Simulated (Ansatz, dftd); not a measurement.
Reaction: H2BO2 (SMILES [O]BO, doublet) → H2BO2 (SMILES O[B]O, doublet)
Each species at its own B3LYP-D3(BJ)/def2-TZVP minimum (Ansatz, a program for electronic structure), one conformer.

Property: isomerisation energy (electronic), in kcal/mol. Open shells are spin-unrestricted; no spin-orbit coupling. CBS(X,Y): correlation extrapolated as X^-3, Hartree-Fock from the larger set. A bracket is a step between two methods taken in the basis named. The functionals are non-relativistic, so their misses hold any scalar relativity. Double hybrids freeze cores in their MP2 part. 'core' is core correlation in cc-pwCVTZ, 'X2C' scalar relativity in cc-pVTZ-DK, both at CCSD(T).

Compared with CCSD(T)/CBS(cc-pVTZ,cc-pVQZ) + [CCSDT(Q) - CCSD(T)]/cc-pVDZ + core + X2C (Ansatz): -5.0 kcal/mol.

Task: Rank these levels by how close they come to it, closest first: CAM-B3LYP-D4/def2-TZVPD (Ansatz + dftd4); PBE-D4/def2-TZVPD (Ansatz + dftd4); B2GP-PLYP-D4/def2-TZVPD (Ansatz + dftd4).

Result: B2GP-PLYP-D4/def2-TZVPD (-4.3 kcal/mol, difference 0.7), PBE-D4/def2-TZVPD (-3.6 kcal/mol, difference 1.4), CAM-B3LYP-D4/def2-TZVPD (-2.0 kcal/mol, difference 3.0)
